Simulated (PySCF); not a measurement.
pyrimidine-2-carbonitrile (C5H3N3), SMILES N#Cc1ncccn1. Heavy atoms are numbered as in [N:1]#[C:2][c:3]1[n:4][cH:5][cH:6][cH:7][n:8]1. Hydrogens are named by the atom that carries them.

Coordinates come from a B3LYP-D3(BJ)/def2-SVP optimisation.

All values below come from ωB97X/def2-TZVP run with PySCF.

ESP charges are fitted to the potential on shells at 1.4 to 2.0 van der Waals radii. Atomic charges (e), one atom of each kind:

```json
[
 {"atom": "N1", "IAO": "-0.20", "Löwdin": "0.09", "Mulliken": "-0.05", "ESP fit": "-0.34"},
 {"atom": "C2", "IAO": "0.15", "Löwdin": "-0.13", "Mulliken": "-0.16", "ESP fit": "0.09"},
 {"atom": "C3", "IAO": "0.24", "Löwdin": "-0.28", "Mulliken": "0.44", "ESP fit": "1.02"},
 {"atom": "N4", "IAO": "-0.28", "Löwdin": "0.17", "Mulliken": "-0.31", "ESP fit": "-0.78"},
 {"atom": "C5 (CH)", "IAO": "0.04", "Löwdin": "-0.16", "Mulliken": "0.01", "ESP fit": "0.58"},
 {"atom": "C6 (CH)", "IAO": "-0.20", "Löwdin": "-0.14", "Mulliken": "-0.11", "ESP fit": "-0.75"},
 {"atom": "H on C5", "IAO": "0.17", "Löwdin": "0.15", "Mulliken": "0.16", "ESP fit": "0.06"},
 {"atom": "H on C6", "IAO": "0.17", "Löwdin": "0.15", "Mulliken": "0.16", "ESP fit": "0.26"}
]
```

Computed Mayer and Wiberg (Löwdin basis) orders of the bonds:
```csv
bond,Mayer,Wiberg
N1–C2,3.02,3.30
C2–C3,0.96,1.19
C3–N4,1.44,1.70
N4–C5,1.47,1.77
C5–C6,1.41,1.59
C6–C7,1.41,1.59
C3–N8,1.44,1.70
C7–N8,1.47,1.77
```
